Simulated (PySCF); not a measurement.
Match the calculated data to a structure.

All candidates are C7H14F2Si.

| technique | computed result |
| --- | --- |
| Rotational structure | rotational constants A, B, C: 1.577, 0.766, 0.594 GHz [GFN2-xTB] |
| NMR, other nuclei | isotropic shieldings of nuclei other than C and H, by class: 239 (1 F), 409 (1 F), 437 (1 Si) ppm [GIAO PBE0/pcSseg-1] |
| 13C NMR | chemical shifts (computed TMS as zero) by class: 179.9 (1 C), 113.8 (1 C), 82.6 (1 C), 38.9 (1 C), 29.6 (3 C) ppm [GIAO PBE0/pcSseg-1] |
| Dipole | 2.91 D [PBE0/pcSseg-1] |
| 1H NMR | chemical shifts (computed TMS as zero) by class: 5.59 (2 H), 4.24 (3 H), 1.23 (9 H) ppm [GIAO PBE0/pcSseg-1] |

The electronic properties come from PySCF, for the isolated species, density fitting. Levels stand in brackets. Geometry: GFN2-xTB, one conformer, isolated molecule. GFN2-xTB frequencies show an imaginary mode (27i cm⁻¹), so this geometry is no minimum at that level. NMR classes are plain means over equivalent atoms (diastereotopic ones count apart unless rotation or inversion swaps them), as if these changed places fast.

Problem. Which candidate is it?
A. `C[C@@H]1[C@@H](F)CC[Si@H](C)[C@H]1F`
B. `CC(C)(C)/C(F)=C(/[SiH3])CF`
C. `C[C@H](/C=C/[SiH3])CC(C)(F)F`
D. `C[C@@H](CF)[Si@]1(C)C[C@@H](F)C1`

Solution. B. It is `CC(C)(C)/C(F)=C(/[SiH3])CF`. Numbering: `[CH3:1][C:2]([CH3:3])([CH3:4])/[C:5]([F:6])=[C:7](/[SiH3:8])[CH2:9][F:10]`. Its formula, C7H14F2Si, gives 1 degree of unsaturation: 0 rings and 1 π bond in the structure found. 7 carbons fall into 5 classes; from least to most shielded: vinylic C–F carbon [C5] (179.9 ppm), fully substituted alkene carbon [C7] (113.8 ppm), sp3 C–F carbon [C9] (82.6 ppm), allylic carbon [C2] (38.9 ppm), methyl carbon [C1/C3/C4] (29.6 ppm, 3 C, up to 4.2 ppm apart in this geometry). Hydrogen classes from least to most shielded: 2 H on an sp3 C–F carbon, C9 (5.59 ppm), 3 H on an SiH3 silicon, Si8 (4.24 ppm), 9 H on 3 methyl carbons, C1/C3/C4 (1.23 ppm, a mean of values up to 1.0 ppm apart in this geometry). The other shieldings belong to: 239 ppm, vinyl fluorine [F6]; 409 ppm, alkyl fluorine [F10]; 437 ppm, SiH3 silicon [Si8]. The optimised geometry has point group C1 and is an asymmetric top.

The others, at the same levels:
- `C[C@@H](CF)[Si@]1(C)C[C@@H](F)C1` fails: it has 7 carbon classes against 5; its computed 13C shifts are 91.2 (1 C), 89.6 (1 C), 31.3 (1 C), 27.0 (1 C), 26.6 (1 C), 13.7 (1 C), -0.3 (1 C) ppm, 1H shifts are 5.49 (1 H), 4.99 (1 H), 4.75 (1 H), 1.77 (1 H), 1.71 (1 H), 1.63 (1 H), 1.56 (1 H), 1.26 (3 H), 0.84 (1 H), 0.60 (3 H) ppm and rotational constant A is 2.005 GHz (against 1.577 GHz).
- `C[C@H](/C=C/[SiH3])CC(C)(F)F` fails: it has 7 carbon classes against 5; its computed 13C shifts are 166.7 (1 C), 128.6 (1 C), 123.9 (1 C), 47.9 (1 C), 42.6 (1 C), 28.9 (1 C), 22.6 (1 C) ppm, 1H shifts are 6.31 (1 H), 5.92 (1 H), 4.15 (3 H), 2.77 (1 H), 1.78 (1 H), 1.62 (3 H), 1.58 (1 H), 1.24 (3 H) ppm and rotational constant A is 2.456 GHz (against 1.577 GHz).
- `C[C@@H]1[C@@H](F)CC[Si@H](C)[C@H]1F` fails: it has 7 carbon classes against 5; its computed 13C shifts are 98.1 (1 C), 94.5 (1 C), 49.5 (1 C), 34.4 (1 C), 17.7 (1 C), 8.8 (1 C), -5.9 (1 C) ppm, 1H shifts are 4.28 (1 H), 4.12 (1 H), 3.82 (1 H), 2.42 (1 H), 2.03 (1 H), 1.68 (1 H), 1.40 (3 H), 1.00 (1 H), 0.44 (1 H), 0.23 (3 H) ppm and dipole moment is 2.52 D (against 2.91 D).

Each candidate is one conformer, not necessarily the lowest. Dipoles, sizes and rotational constants follow the conformer. The torsions of the flexible species, by atom-mapped SMILES:
- `[CH3:1][C:2]([CH3:3])([CH3:4])/[C:5]([F:6])=[C:7](/[SiH3:8])[CH2:9][F:10]`: C1–C2–C5–F6 -108°, C5–C7–C9–F10 -149°
- `[CH3:1][C@@H:2]([CH2:3][F:4])[Si@:5]1([CH3:6])[CH2:7][C@@H:8]([F:9])[CH2:10]1`: C1–C2–C3–F4 68°, C1–C2–Si5–C6 -55°
- `[CH3:1][C@H:2](/[CH:3]=[CH:4]/[SiH3:5])[CH2:6][C:7]([CH3:8])([F:9])[F:10]`: C1–C2–C3–C4 117°, C1–C2–C6–C7 -70°, C2–C6–C7–C8 -167°

The conformers of `C[C@@H]1[C@@H](F)CC[Si@H](C)[C@H]1F` aren't listed.
